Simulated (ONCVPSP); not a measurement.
# Before and after: ONCV potential for Be

* Element: beryllium
* Generator: ONCVPSP 4.0.1
* Type: optimised norm-conserving Vanderbilt (ONCV)
* Functional: BLYP
* Relativity: scalar-relativistic
* Frozen core: none
* Valence charge: 4
* Reference configuration: 1s2 2s2
* Partial waves: 1s+2s: rc 0.90 bohr, ncon 4, nbas 7, qcut 11.7 1/bohr, 2 projectors; p scattering state at 0.43 Ha: rc 0.90 bohr, ncon 5, nbas 8, qcut 8.7 1/bohr, 2 projectors, debl 1.5 Ha
* Local potential: polynomial inside 0.70 bohr (lpopt 5, dvloc0 3 Ha)
* Core correction: none

Change: all radii scaled by about 1.20 (s 1.08, p 1.08 bohr); local potential polynomial inside 0.84 bohr (lpopt 5, dvloc0 3 Ha).

Cutoffs: the cutoffs (Ha) at which the residual kinetic energy of the hardest occupied pseudo-wave falls to 1 and 0.1 mHa per electron; they do not see the model core or the augmentation charge, which bear on the density cutoff. Errors are all-electron minus pseudo energies relative to the spin-unpolarised reference configuration.

Problem. How do hardness, ghosts and transferability respond?

Solution. The potential gets softer (61 Ha and 87 Ha → 51 Ha and 59 Ha); of the 4 tests that both files solve, the error grows in 0 and shrinks in 1 by more than 15 % and 0.3 meV (median size 1.0 → 1.0 meV); neither file shows a bound ghost. A larger radius leaves more room for a smooth pseudo-wave, so fewer plane waves are needed.

```csv
quantity,base,changed
"cutoff, loose",61 Ha,51 Ha
"cutoff, tight",87 Ha,59 Ha
bound ghosts,none,none
GHOST(+) flags under 300 eV,none,none
"error for 1s2 2s1, meV [ΔE 9.44 eV]",+0.7,+0.5
"error for 1s2 2s0, meV [ΔE 27.53 eV]",+5.1,+3.1
"error for 1s2 2s1.5, meV [ΔE 3.70 eV]",+0.1,+0.1
"error for 1s2 2s1 2p1, meV [ΔE 3.57 eV]",+1.3,+1.5
```
